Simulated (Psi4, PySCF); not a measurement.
H5GeNO2, singlet, at a GFN2-xTB geometry, atoms displaced at random by about 0.03 Å a coordinate. Base run: PySCF with HF/STO-3G, gradient.

Here is a job for PySCF.
```python
from pyscf import gto, scf

mol = gto.M(
    atom='''
Ge    0.05189977   -0.02923098    0.26877187
N    -1.29222057   -1.18112101    0.11301771
O    -0.32035527    1.54288118   -0.27747596
O     1.40361434   -0.40593635   -0.79312607
H     0.52708040    0.00536026    1.69290342
H    -2.10683078   -0.92971657    0.69008388
H    -1.64295554   -1.24013897   -0.82119928
H     0.33535227    2.06131783   -0.79574771
H     1.59630683   -1.41424968   -0.80467418
''',
    basis='sto-3g',
    verbose=4,
)

mf = scf.RHF(mol)
mf.kernel()
g = mf.nuc_grad_method()
grad = g.kernel()
```

Programs used: Psi4, PySCF; a row that names a program was run with it.

The coordinate followed is y of atom 8.

Variants of this job, named by their change:

| change | dE/dx (Eh/bohr) | net force (Eh/bohr) |
|---|---|---|
| base | 0.019217 | 0.000000 |
| conv_tol = 1e-6 | 0.019216 | 0.000000 |
| finite difference step (bohr) = 0.05; conv_tol = 1e-11 | 0.019231 | - |
| finite difference step (bohr) = 1e-3; conv_tol = 1e-11 | 0.019217 | - |
| finite difference step (bohr) = 0.2; conv_tol = 1e-11 | 0.019461 | - |
| conv_tol = 1e-11 | 0.019217 | 0.000000 |
| conv_tol = 1e-4 | 0.019211 | 0.000000 |
| finite difference step (bohr) = 1e-4; conv_tol = 1e-11 | 0.019217 | - |
| code = psi4 | 0.019211 | 0.000000 |
| finite difference step (bohr) = 0.01; conv_tol = 1e-11 | 0.019218 | - |
| density fitting = on; auxbasis_response = off | 0.019187 | 0.002271 |
| finite difference step (bohr) = 1e-5; conv_tol = 1e-11 | 0.019218 | - |

The net force is zero for an exact gradient.
